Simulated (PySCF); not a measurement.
Sn(Me)(Cl)3, SMILES [CH3][Sn]([Cl])([Cl])[Cl] (CH3Cl3Sn), B3LYP/def2-SVP optimised geometry.

```
8

C     -1.63    -2.21    -1.68
Sn    -0.83    -1.13     0.00
Cl    -1.53     1.13     0.00
Cl    -1.52    -2.07     2.05
Cl     1.53    -1.13     0.00
H     -1.14    -1.84    -2.59
H     -1.42    -3.27    -1.53
H     -2.71    -2.03    -1.72
```

Density from PySCF with B3LYP/def2-TZVP, def2 effective core potentials past Kr at that geometry. The core electrons that the potentials of Sn replace are not part of the density.

Minimum of the electron density along straight lines between bonded atoms, close to the bond critical point (lines longer than 1.1 times the sum of covalent radii, or with two minima, are not listed):

```csv
bond,length / Å,ρ at the minimum / e bohr⁻³,∇²ρ there / e bohr⁻⁵,position (fraction from the first atom)
C1–Sn2,2.149,0.105,0.08,0.48
Sn2–Cl3,2.358,0.085,0.16,0.47
Sn2–Cl4,2.358,0.085,0.16,0.47
Sn2–Cl5,2.357,0.085,0.16,0.47
C1–H6,1.098,0.273,-0.92,0.65
C1–H7,1.098,0.273,-0.92,0.65
C1–H8,1.098,0.273,-0.92,0.65
```
